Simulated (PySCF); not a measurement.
Two-photon absorption: SMILES C1=CC=NC(B(C)C)=C1, C7H10BN

Geometry:
```csv
atom,x (Å),y (Å),z (Å)
C1,-2.194,-1.203,0.313
B2,-1.346,0.034,-0.156
C3,-2.053,1.287,-0.771
C4,0.234,0.052,-0.029
C5,0.943,-0.894,0.728
C6,2.332,-0.823,0.815
C7,2.984,0.196,0.130
C8,2.210,1.096,-0.608
N9,0.889,1.035,-0.684
H10,-3.177,-0.906,0.713
H11,-2.414,-1.785,-0.604
H12,-1.713,-1.896,1.019
H13,-3.044,1.085,-1.204
H14,-2.215,1.984,0.076
H15,-1.408,1.826,-1.480
H16,0.403,-1.685,1.252
H17,2.895,-1.550,1.406
H18,4.071,0.298,0.160
H19,2.696,1.909,-1.163
```

Method: TDDFT CAM-B3LYP/aug-cc-pVDZ excited states, vertical, gas phase (PySCF). Geometry: PBE0-D3(BJ)/def2-SVP.

How strongly do the lowest singlets absorb one photon, and two photons of half the energy?

δ for parallel linear polarisation; σ at the peak of a Lorentzian of half width 0.1 eV, single beam; Ω is circular over linear.
| state | E (eV) | f | photon λ (nm) | δ (au) | σ (GM) | Ω | main |
| --- | --- | --- | --- | --- | --- | --- | --- |
| S1 | 4.15 | 0.001 | 597 | 0.44 | 0.00 | 1.20 | HOMO→LUMO 0.96 |
| S2 | 4.98 | 0.001 | 498 | 0.6 | 0.01 | 1.43 | HOMO→LUMO+2 0.92 |
| S3 | 5.21 | 0.130 | 476 | 49.6 | 0.49 | 0.75 | HOMO−1→LUMO 0.66, HOMO−1→LUMO+2 0.12 |
| S4 | 5.76 | 0.091 | 430 | 122 | 1.48 | 0.82 | HOMO−2→LUMO 0.35, HOMO−1→LUMO+2 0.26 |
| S5 | 5.92 | 0.034 | 419 | 58.6 | 0.75 | 0.83 | HOMO−3→LUMO 0.74 |
| S6 | 5.95 | 0.001 | 417 | 0.47 | 0.01 | 1.45 | HOMO−4→LUMO 0.90 |

Among these, the strongest one-photon state is S3, the strongest two-photon state S4, with a dipole change of 0.7 D (relaxed, norm of the difference vector).
